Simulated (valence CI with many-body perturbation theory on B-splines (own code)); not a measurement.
Sb³⁸⁺: calculated level list

Computed by relativistic CI+MBPT: three valence electrons over a frozen Dirac-Fock core [Ne], a basis of 11 s, 11 p, 9 d, 7 f, 5 g, 2 h, 1 i functions for each j, with the one-electron correlation potential Σ1 (screened to all orders), the two-electron term Σ2, the three-electron term Σ3, Breit, model QED; selected single and double excitations, second order for the rest (own B-spline code, finite nucleus).

The last digits are not significant, and no measured levels were compared; by estimate large intervals hold to a few tenths of a per cent, small ones and those within an open d or f shell to about a per cent.

Levels 1 to 45 of 70, with energies above the lowest level, (3s^2 3p1/2) J=1/2. "Leading %" is the weight of the configuration and term that name the level; weights of strongly mixed levels are sums over their largest components and can fall short. In the jj column 3d3/2^4 stands for four electrons in 3d with j = 3/2. Lifetimes count E1, E2, E3, M1 and M2 decay at the calculated energies, and are blank where another channel may lead or the interval is too uncertain; long ones can be off by a factor of two.

```tsv
No.	Configuration	Term	J	E (× 10³ cm⁻¹)	Leading %	g	Lifetime	Second component	Leading jj
1	3s2 3p	2P°	1/2	0.00	99	0.658			3s^2 3p1/2 (99 %)
2	3s2 3p	2P°	3/2	509.59	98	1.328	841 ns		3s^2 3p3/2 (98 %)
3	3s 3p2	4P	1/2	746.00	69	2.350	115 ps	22 % 3s 3p2 2S	3s 3p1/2^2 (92 %)
4	3s 3p2	4P	3/2	1131.1	93	1.677	1.10 ns	5 % 3s 3p2 2D	3s 3p1/2 3p3/2 (98 %)
5	3s 3p2	4P	5/2	1212.9	49	1.391	243 ps	48 % 3s 3p2 2D	3s 3p1/2 3p3/2 (94 %)
6	3s 3p2	2D	3/2	1329.2	65	0.917	14.7 ps	19 % 3s 3p2 2P	3s 3p1/2 3p3/2 (82 %)
7	3s 3p2	2P	1/2	1396.3	71	1.165	3.95 ps	20 % 3s 3p2 4P	3s 3p1/2 3p3/2 (90 %)
8	3s 3p2	4P	5/2	1641.7	39	1.353	3.68 ns	36 % 3s2 3d 2D	3s 3p3/2^2 (63 %)
9	3s2 3d	2D	3/2	1669.6	82	0.861	3.05 ps	12 % 3s 3p2 2P	3s^2 3d3/2 (82 %)
10	3s2 3d	2D	5/2	1835.1	60	1.240	5.91 ps	27 % 3s 3p2 2D	3s^2 3d5/2 (60 %)
11	3s 3p2	2S	1/2	1909.5	69	1.804	5.64 ps	19 % 3s 3p2 2P	3s 3p3/2^2 (95 %)
12	3s 3p2	2P	3/2	1948.7	66	1.190	2.88 ps	24 % 3s 3p2 2D	3s 3p3/2^2 (92 %)
13	3p3	2P°	3/2	2098.5	34	1.244	11.7 ps	26 % 3p3 2D°	3p1/2^2 3p3/2 (80 %)
14	3s 3p 3d	4F°	3/2	2209.1	81	0.523	43.8 ps	11 % 3s 3p 3d 2D°	3s 3p1/2 3d3/2 (91 %)
15	3s 3p 3d	4F°	5/2	2260.6	57	1.059	154 ps	18 % 3s 3p 3d 2D°	3s 3p1/2 3d3/2 (87 %)
16	3s 3p 3d	4P°	5/2	2387.6	30	1.302	16.6 ps	22 % 3s 3p 3d 4D°	3s 3p1/2 3d5/2 (89 %)
17	3s 3p 3d	4D°	1/2	2392.2	72	0.331	3.87 ps	20 % 3s 3p 3d 2P°	3s 3p1/2 3d3/2 (92 %)
18	3s 3p 3d	4D°	3/2	2397.0	49	1.334	4.17 ps	27 % 3s 3p 3d 4P°	3s 3p1/2 3d3/2 (73 %)
19	3s 3p 3d	4F°	7/2	2430.2	63	1.258	27.2 ps	21 % 3s 3p 3d 4D°	3s 3p1/2 3d5/2 (88 %)
20	3p3	4S°	3/2	2463.1	40	1.333	6.12 ps	30 % 3s 3p 3d 2D°	3p1/2 3p3/2^2 (45 %)
21	3s 3p 3d	4P°	5/2	2476.0	23	1.209	12.6 ps	19 % 3p3 2D°	3s 3p1/2 3d5/2 (74 %)
22	3p3	2D°	5/2	2632.3	48	1.031	6.81 ps	48 % 3s 3p 3d 2F°	3p1/2 3p3/2^2 (48 %)
23	3p3	2P°	1/2	2680.7	84	0.662	5.26 ps	15 % 3s 3p 3d 2P°	3p1/2 3p3/2^2 (84 %)
24	3p3	2D°	3/2	2689.7	36	1.133	3.06 ps	20 % 3s 3p 3d 2P°	3p1/2 3p3/2^2 (49 %)
25	3s 3p 3d	4P°	3/2	2799.8	43	1.387	4.95 ps	40 % 3s 3p 3d 4D°	3s 3p3/2 3d3/2 (96 %)
26	3s 3p 3d	4D°	5/2	2800.5	56	1.295	4.02 ps	15 % 3s 3p 3d 4F°	3s 3p3/2 3d3/2 (83 %)
27	3s 3p 3d	4P°	1/2	2805.0	88	2.356	5.50 ps	11 % 3s 3p 3d 4D°	3s 3p3/2 3d3/2 (97 %)
28	3s 3p 3d	4F°	9/2	2806.8	100	1.328	1.10 μs		3s 3p3/2 3d5/2 (100 %)
29	3s 3p 3d	4D°	7/2	2813.2	57	1.330	5.82 ps	31 % 3s 3p 3d 4F°	3s 3p3/2 3d3/2 (62 %)
30	3s 3p 3d	2D°	3/2	2909.4	41	1.167	7.64 ps	24 % 3s 3p 3d 4P°	3s 3p3/2 3d5/2 (73 %)
31	3s 3p 3d	2D°	5/2	2931.4	50	1.325	7.15 ps	35 % 3s 3p 3d 4P°	3s 3p3/2 3d5/2 (93 %)
32	3s 3p 3d	2D°	3/2	2984.3	47	1.093	2.74 ps	17 % 3p3 2P°	3s 3p3/2 3d3/2 (61 %)
33	3s 3p 3d	2F°	7/2	3007.9	92	1.159	7.02 ps	7 % 3s 3p 3d 4D°	3s 3p3/2 3d5/2 (73 %)
34	3s 3p 3d	2F°	5/2	3056.3	77	0.925	2.39 ps	13 % 3s 3p 3d 2D°	3s 3p3/2 3d3/2 (89 %)
35	3s 3p 3d	2P°	1/2	3068.4	79	0.617	2.50 ps	16 % 3s 3p 3d 4D°	3s 3p3/2 3d3/2 (70 %)
36	3s 3p 3d	2F°	7/2	3092.5	80	1.185	4.36 ps	15 % 3s 3p 3d 4D°	3s 3p3/2 3d5/2 (87 %)
37	3s 3p 3d	2P°	1/2	3149.7	84	0.670	3.64 ps	13 % 3p3 2P°	3s 3p3/2 3d5/2 (68 %)
38	3p2 3d	4F	3/2	3154.2	43	0.742	13.4 ps	24 % 3p2 3d 2D	3p1/2^2 3d3/2 (96 %)
39	3s 3p 3d	2P°	3/2	3191.0	83	1.300	3.08 ps	6 % 3s 3p 3d 2D°	3s 3p3/2 3d5/2 (93 %)
40	3s 3p 3d	2D°	5/2	3204.0	66	1.125	2.64 ps	18 % 3s 3p 3d 2F°	3s 3p3/2 3d5/2 (85 %)
41	3p2 3d	4F	5/2	3314.8	27	1.186	10.6 ps	25 % 3p2 3d 4D	3p1/2^2 3d5/2 (90 %)
42	3p3	2P°	3/2	3318.0	36	1.168	1.97 ps	24 % 3p3 2D°	3p3/2^3 (66 %)
43	3p2 3d	2F	5/2	3540.3	57	0.922	11.3 ps	33 % 3p2 3d 4F	3p1/2 3p3/2 3d3/2 (89 %)
44	3p2 3d	4F	3/2	3581.6	36	0.956	5.74 ps	33 % 3p2 3d 2P	3p1/2 3p3/2 3d3/2 (95 %)
45	3p2 3d	4D	1/2	3596.3	82	0.153	5.50 ps	16 % 3p2 3d 2P	3p1/2 3p3/2 3d3/2 (99 %)
```

The ionisation energy to 3s2 1S_0 of the next ion comes out as 2655 eV (NIST: 2654 ± 4 eV (theoretical)). All 70 levels together are meant to be complete up to 4210.8 × 10³ cm⁻¹.
